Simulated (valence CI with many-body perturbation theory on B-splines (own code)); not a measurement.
The numbers below are computed, except where a source is named.
Ladder of approximations for Co XII

Method: configuration interaction combined with many-body perturbation theory (CI+MBPT): six valence electrons over a frozen Dirac-Fock core [Ne], a basis of 9 s, 9 p, 8 d, 6 f, 3 g, 1 h functions for each j, with the one-electron correlation potential Σ1 (screened to all orders), the two-electron term Σ2, the three-electron term Σ3, Breit, model QED; selected single and double excitations, second order for the rest, scaled by the run's own slope (own B-spline code, finite nucleus).

No measured levels were compared; by estimate levels of excited configurations hold to 0.05 to 0.15 % of their energy, terms of the ground configuration to about 0.5 %. Among the levels kept, up to 1500 cm⁻¹ of a level comes from second order outside the variational space, and about a tenth of that is noise between levels of different J, which matters for small intervals.

Each rung adds one term. CI alone is the Dirac-Coulomb CI over the frozen core; QED comes last and gives the full result, which names the levels. Energies are above 3s2.3p4 3P_2 on the same rung, in cm⁻¹.

Names give the largest LS component (configuration and term), which can be under half, so a name can repeat, a term be missing and a line seem to break the LS rules; names also repeat where a configuration has a term twice. Letters in brackets count levels of one name in rising energy.

```csv
Level,CI alone,Σ1,Σ2,Σ3,Breit,QED,Full
3s2.3p4 3P_1,15978,+97,+59,+5,-371,+41,15809
3s2.3p4 3P_0,17280,+75,+9,-29,-264,+33,17104
3s2.3p4 1D_2,42848,+109,-165,-147,-381,+32,42297
3s2.3p4 1S_0,90214,+159,-380,-375,-457,+38,89199
3s.3p5 3P°_2,307082,-494,-50,+505,-110,-502,306431
3s.3p5 3P°_1,318869,-440,-11,+495,-355,-473,318085
3s.3p5 3P°_0,326433,-394,+51,+491,-501,-452,325629
3s.3p5 1P°_1,393188,-389,-1114,+200,-507,-346,391031
3s2.3p3.3d 5D°_0,419252,-491,-555,-356,-692,+1,417159
3s2.3p3.3d 5D°_1,419559,-483,-555,-351,-749,+2,417424
3s2.3p3.3d 5D°_2,419865,-474,-552,-352,-832,+3,417658
3s2.3p3.3d 5D°_3,420336,-457,-559,-356,-943,+4,418025
3s2.3p3.3d 5D°_4,421768,-419,-575,-356,-1094,+10,419334
3s2.3p3.3d 3D°_2 [a],446261,-465,-818,-530,-760,-12,443677
3s2.3p3.3d 3D°_3 [a],450201,-408,-777,-499,-1024,+8,447500
3s2.3p3.3d 3D°_1 [a],452178,-411,-753,-505,-994,+12,449528
3s2.3p3.3d 3F°_2 [a],457795,-448,-858,-531,-828,+3,455134
3s2.3p3.3d 1S°_0,460906,-416,-985,-428,-924,+4,458156
3s2.3p3.3d 3F°_3 [a],461744,-422,-859,-543,-1033,+10,458897
3s2.3p3.3d 3F°_4 [a],467376,-364,-860,-555,-1296,+23,464323
3s2.3p3.3d 3G°_3,485480,-416,-861,-858,-805,+1,482541
3s2.3p3.3d 3G°_4,487859,-370,-863,-853,-1022,+10,484760
3s2.3p3.3d 3G°_5,491042,-329,-828,-858,-1339,+22,487709
3s2.3p3.3d 1G°_4,497570,-383,-871,-964,-1038,+6,494321
3s2.3p3.3d 1D°_2,505903,-367,-1052,-862,-1040,+12,502595
3s2.3p3.3d 3D°_1 [b],520245,-416,-1044,-1182,-579,-24,516999
3s2.3p3.3d 3P°_0 [a],521949,-391,-1099,-1008,-708,-10,518733
3s2.3p3.3d 3P°_1 [a],524901,-369,-1255,-1021,-824,-13,521419
3s2.3p3.3d 3F°_3 [b],526314,-324,-1044,-1012,-1144,+15,522804
3s2.3p3.3d 3F°_2 [b],527231,-332,-1020,-1045,-1027,+12,523820
3s2.3p3.3d 3F°_4 [b],528861,-261,-1000,-995,-1423,+33,525214
```

The middle columns are the shifts that each term adds.

Question: How does the ionisation energy move along the ladder, and which term matters most?

Answer: CI alone 336.32, + Σ1 336.87, + Σ2 336.84, + Σ3 336.58, + Breit 336.46, + QED 336.47 eV. The largest step is Σ1, 0.55 eV. NIST lists 336.1 ± 0.4 eV (semi-empirical).
